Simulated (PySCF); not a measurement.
Species, as SMILES: [C]=C=[C] (closed-shell singlet).
Geometry (B3LYP-D3(BJ)/def2-TZVP, fixed):
```
C
C 1 1.2873
C 1 1.2873 2 180.00
```

Basis-set convergence of the mean static polarisability at PBE0 with PySCF. All functions are spherical. Density fitting with generated auxiliary sets. No added dispersion term, no relativity. Reference: the value in d-aug-cc-pVTZ, 33.53 bohr³, itself unsure by roughly 0.1 % (its mean distance from aug-pcseg-3, aug-cc-pVQZ, aug-pcseg-2). Deviations are taken from unrounded values. Cost is core time over that of def2-TZVPP, rough, on shared machines of one kind; a dash marks a row that isn't timed (too short, read off another run, short of memory, by another algorithm or on other hardware).

```csv
basis,functions,mean static polarisability (bohr³),minus reference (%),cost
def2-SVP,42,27.28,-18.6,-
def2-SVPD,60,32.52,-3.0,0.5×
aug-cc-pVDZ,69,33.27,-0.8,0.6×
def2-TZVPP,93,31.33,-6.5,1×
def2-TZVPPD,111,33.38,-0.4,2×
jun-cc-pV(T+d)Z,117,33.52,0.0,2×
aug-cc-pVTZ,138,33.53,0.0,2×
def2-QZVPP,171,32.30,-3.7,4×
def2-QZVPPD,189,33.50,-0.1,5×
aug-cc-pVQZ,240,33.54,0.0,9×
```

The smallest set listed that lies within 2 % of the reference with all its larger relatives (same family, alike in diffuse functions; a set with none counts only in the reference's own line) is aug-cc-pVDZ (69 functions, 0.6× in cost, -0.8 % off).
